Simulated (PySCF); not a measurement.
**Structure from NMR data**

An unknown has the formula C6H18N3P. Its calculated NMR data are:

1H NMR (400 MHz, computed): δ 2.42 (m, 18H).

13C{1H} NMR (computed): δ 37.8 (CH3, 6C).

- coordinates at the PBE0-D3(BJ)/def2-SVP level
- CAM-B3LYP/pcSseg-1 with gauge-including orbitals
- run in PySCF
- a single conformation, no relativistic terms, isolated molecule, one averaged value for each set of equivalent atoms

Scale: 1H and 13C against TMS (reference shieldings calculated alike).

Deduce the structure.

## Answers


- 1 carbon signal for 6 carbons: some carbons are equivalent by symmetry or fast rotation.
- Carbon types of the structure: 6 × CH3, which accounts for all hydrogens.
- δC 37.8: methyl carbon bonded to N; the inductive effect lowers its shielding.
- δH 2.42: hydrogen on a methyl carbon bonded to N; its carbon carries N, hence the downfield position.

These data were computed for SMILES CN(C)P(N(C)C)N(C)C.

The shifts were computed for this structure.

Splittings by 31P in the carbon and heteronuclear signals aren't shown, as no couplings were computed. Shifts are as computed, not scaled to solution data. Of 1211 compounds with measured shifts, 218 miss one by over three times the rms of a fit or turn the order of signals round; such compounds aren't used in these exercises.
